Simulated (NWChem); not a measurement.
Molecule: AlH2F; SMILES [F][AlH2]

Program: NWChem. Pople sets run with spherical d functions. Structure relaxed at the PBE-D3(BJ)/def2-SVP level. B3LYP is NWChem's, with the RPA form of VWN correlation. Core excitations by TDA in a window of 1s orbitals, non-relativistic and unshifted: absolute energies depend strongly on the exact-exchange share.

```json
[
 {"level": "Al K edge, BHandHLYP/cc-pVTZ", "first 1s excitation (eV)": "?", "dipole oscillator strength of the first": "?", "first state with f > 0.002 (eV)": "?", "dipole oscillator strength of that state": "?"},
 {"level": "Al K edge, PBE0/def2-TZVP", "first 1s excitation (eV)": "1524.6", "dipole oscillator strength of the first": "0.0061", "first state with f > 0.002 (eV)": "1524.6", "dipole oscillator strength of that state": "0.0061"},
 {"level": "F K edge, PBE/6-311G**", "first 1s excitation (eV)": "656.5", "dipole oscillator strength of the first": "0.0062", "first state with f > 0.002 (eV)": "656.5", "dipole oscillator strength of that state": "0.0062"},
 {"level": "F K edge, B3LYP/def2-TZVP", "first 1s excitation (eV)": "667.6", "dipole oscillator strength of the first": "0.0069", "first state with f > 0.002 (eV)": "667.6", "dipole oscillator strength of that state": "0.0069"}
]
```

### Question
Some entries are withheld; supply them.

### Answer

- Al K edge, BHandHLYP/cc-pVTZ, first 1s excitation (eV): 1545.3
- Al K edge, BHandHLYP/cc-pVTZ, dipole oscillator strength of the first: 0.0088
- Al K edge, BHandHLYP/cc-pVTZ, first state with f > 0.002 (eV): 1545.3
- Al K edge, BHandHLYP/cc-pVTZ, dipole oscillator strength of that state: 0.0088
